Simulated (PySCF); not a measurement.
# Ce²⁺: ionisation energy

Ce²⁺ [Xe] 4f2 (high-spin determinant) → Ce³⁺ [Xe] 4f1 (2F), as a difference of total energies. Computed with PySCF 2.14 in ANO-RCC-VTZP (8s7p5d3f2g1h, 104 functions), with scalar relativity by spin-free X2C-1e. Correlated levels: valence: [Kr] 4d10 frozen; valence and next inner shell: [Ar] 3d10 frozen. The calculations carry no spin-orbit coupling.

| method | ionisation energy (eV) |
| --- | --- |
| UHF | 18.021 |
| LDA | 21.505 |
| PBE | 21.352 |
| PBE0 | 20.801 |
| r2SCAN | 21.233 |
| MP2 (valence) | 19.162 |
| SCS-MP2 (valence) | 18.941 |
| MP2 (valence and next inner shell) | 19.103 |
| SCS-MP2 (valence and next inner shell) | 18.902 |

How much does correlation contribute at MP2 (valence and next inner shell)?

19.103 − (18.021) = 1.082 eV, measured against UHF.

A first-order spin-orbit estimate (lowest level to lowest level, LS coupling) adds 0.062 eV.

Errors of the correlated levels include the incompleteness of this basis and the frozen core.

The determinant of Ce²⁺ mixes LS terms, which raises its energy above the lowest term, most at the Hartree-Fock and MP2 levels.

For comparison: 20.197 eV (semi-empirical (NIST evaluation); NIST Atomic Spectra Database, ionization energies).
